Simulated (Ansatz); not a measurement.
`[OH][GaH][SiH2]F` + `[GaH3]` → `[OH][GaH][GaH2]` + `F[SiH3]` at 400 K and 1 bar (formal exchange of groups at a Ga–Si bond).

Isolated molecules relaxed with PBE0-D4/def2-TZVP in Ansatz; ΔE leaves out vibrations. CCSD(T)/CBS adds triple-zeta CCSD(T) − MP2 to the extrapolated MP2 energy (def2 sets, frozen cores). This one scheme is used for every species. For Ga outer-core shells are correlated without core-valence functions, which leaves a few kJ/mol of doubt a bond. Scalar relativity is left out up to krypton. One conformer a species, not always the lowest.

```
           species  CCSD(T)/CBS energy (Eh)  H − E (kJ/mol)  S (J/(mol·K))
`[OH][GaH][SiH2]F`              -2390.47364           138.2          384.5
          `[GaH3]`              -1925.70545            64.2          231.8
 `[OH][GaH][GaH2]`              -3925.47057           117.7          369.2
         `F[SiH3]`               -390.72345            88.0          253.8
```

H − E and S are ideal-gas, rigid-rotor, harmonic terms from PBE0-D4/def2-TZVP, for one conformer and one mirror image of each species. 1 Eh = 2625.50 kJ/mol, R = 8.31446 J/(mol·K).

Question: By hand: ΔE, ΔH, ΔS and ΔG.

Answer: ΔE = (-3925.47057) + (-390.72345) − (-2390.47364) − (-1925.70545) = -0.01493 Eh = -39.2 kJ/mol. Δ(H − E) = 117.7 + 88.0 − 138.2 − 64.2 = 3.3, so ΔH = -35.9 kJ/mol. ΔS = 369.2 + 253.8 − 384.5 − 231.8 = 6.7 J/(mol·K). ΔG = -35.9 − 400 × (6.7)/1000 = -38.6 kJ/mol.

Question: By hand: the equilibrium constant, and the temperature at which ΔG would vanish if ΔH and ΔS stayed fixed.

Answer: log₁₀ K = −ΔG/(RT ln 10) = 5.0. ΔH and −TΔS have one sign here, so there is no such temperature.

The number of gas molecules stays the same, so ΔS is small and ΔH decides. A doubt of 5 kJ/mol in ΔE shifts log₁₀ K by 0.7 here. Other conformers and mirror images would add mixing entropy, several J/(mol·K) or more a flexible species. Modes under 60 cm⁻¹, often nearly free rotors, make the harmonic entropy too high. These are equilibria of isolated gas molecules and say nothing of rates. Largest T1 diagnostic: 0.015 (customary marks: 0.02 for closed shells, 0.045 for open ones).

ΔS is within the doubt of such terms, so its sign, and with it that verdict, could turn.
